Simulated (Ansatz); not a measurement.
This singlet lies 1.52 eV below the relaxed triplet at the level frozen-core CCSD(T)/cc-pVTZ // PBE0-D4/def2-SVP (Ansatz, a program for electronic structure).

Species: CH3N, SMILES `[CH]N` (lower singlet; H–C–N–H torsion 180°) (charge 0, multiplicity 1).

Question: Give a relaxed geometry from Ansatz with PBE0-D4/def2-SVP.

Answer: One answer among several that fit: the end point of this relaxation, one of several conformers (outside a Z-matrix the atoms follow the SMILES, hydrogens last).
Z-matrix (Å, degrees):
```
N
C 1 1.3055
H 1 1.0194 2 119.66
H 1 1.0266 3 113.19 2 180.00
H 2 1.1170 1 105.78 3 179.99
```
